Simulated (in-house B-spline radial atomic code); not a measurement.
Neutral technetium is squeezed into an impenetrable sphere of radius R (the orbitals vanish at R). Method: scalar-relativistic (X2C) Hartree-Fock, spin-polarised, averaged over the determinants with the given up and down occupations, Fermi nucleus of rms radius 4.41117 fm. Calculated with a radial B-spline atomic code at the basis-set limit.

Energies in eV above the free atom in [Kr] 4d5 5s2:

```tsv
R (bohr)	highest level (eV)	[Kr] 4d5 5s2	[Ar] 3d10 4s2 4p5 4d5 5s2 5d1	[Kr] 4d5 4f1 5s1
9.29	-5.61	0.07359	47.55	8.408
6.89	-5.02	0.7609	50.64	12.42
5.23	-2.78	4.097	59.08	19.6
4.42	0.615	10.16	71.16	27.76
3.81	6.21	21.66	91.16	40.18
3.16	19.8	53.95	141.1	70.45
2.43	65	184.8	319	183.2
2.05	126	397.5	584.9	364
1.86	180	606.7	836	542.8
1.33	546	2361	2824	2067
```

Question: Does [Ar] 3d10 4s2 4p5 4d5 5s2 5d1 fall below [Kr] 4d5 5s2 under compression?

Answer: No, it stays above over the whole range.

Question: Does [Kr] 4d5 4f1 5s1 fall below [Kr] 4d5 5s2 under compression?

Answer: Yes, between R = 3.16 and 2.43 bohr the order changes (near 2.49 bohr by linear interpolation).

The highest level is first positive in the row R = 4.42 bohr, pushed up by confinement above the zero of the free ion's potential. Each configuration is held fixed and needn't be the lowest in the sphere.
